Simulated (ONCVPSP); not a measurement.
## Before and after: ONCV potential for B

```
Element                 : B (Z = 5)
Generator               : ONCVPSP 4.0.1
Type                    : optimised norm-conserving Vanderbilt (ONCV)
Functional              : PBE
Relativity              : scalar-relativistic
Frozen core             : [He]
Valence charge          : 3
Reference configuration : 2s1 (charge +2)
Partial waves           : 2s: rc 1.20 bohr, ncon 5, nbas 9, qcut 6.9 1/bohr, 2 projectors, debl 0.4 Ha; p scattering state at 0.29 Ha: rc 1.00 bohr, ncon 5, nbas 9, qcut 6.6 1/bohr, 2 projectors, debl 0.4 Ha; d scattering state at 0.23 Ha: rc 1.20 bohr, ncon 4, nbas 9, qcut 8.3 1/bohr, 2 projectors, debl 3.2 Ha
Local potential         : polynomial inside 0.95 bohr (lpopt 5, dvloc0 3 Ha)
Core correction         : Teter function, fcfact 2.25, rcfact 1.6
```

In the s channel the program set the typed energies aside and used -1.157, 0.250 Ha. In the p channel the program set the typed energies aside and used 0.050, 0.450 Ha.

Change: core correction Teter function, fcfact 2.25, rcfact 1.8.

Cutoffs: the cutoffs (Ha) at which the residual kinetic energy of the hardest occupied pseudo-wave falls to 1 and 0.1 mHa per electron; they do not see the model core or the augmentation charge, which bear on the density cutoff. Errors are all-electron minus pseudo energies relative to the spin-unpolarised reference configuration.

Task: Predict the effect on cutoff, ghosts and configuration errors.

Result: The potential gets neither clearly harder nor softer (13 Ha and 18 Ha → 13 Ha and 18 Ha); of the 4 tests that both files solve, the error grows in 0 and shrinks in 4 by more than 15 % and 0.3 meV (median size 45.0 → 13.7 meV); neither file shows a bound ghost. That the errors move this way runs against the usual rule that smaller radii transfer better. A model core, the more so a compact one, raises the density cutoff, which this test does not measure.

```csv
quantity,base,changed
"cutoff, loose",13 Ha,13 Ha
"cutoff, tight",18 Ha,18 Ha
bound ghosts,none,none
GHOST(+) flags under 300 eV,none,none
"error for 2s2 2p1, meV [ΔE -33.64 eV]",+53,+18
"error for 2s2, meV [ΔE -25.42 eV]",+17,-1.3
"error for 2s2 2p0.5, meV [ΔE -30.75 eV]",+38,+9.5
"error for 2s1 2p2, meV [ΔE -27.79 eV]",+84,+51
s: phases at 1.22 bohr within 0.05 rad from the reference energy up to (Ha; the scan ends near 5),4.2,4.2
p: phases at 1.01 bohr within 0.05 rad from the reference energy up to (Ha; the scan ends near 5),to the end of the scan,to the end of the scan
d: phases at 1.22 bohr within 0.05 rad from the reference energy up to (Ha; the scan ends near 5),to the end of the scan,to the end of the scan
"rms error of d²Exc/dni dnj with the model core, mHa",3.73,1.21
```
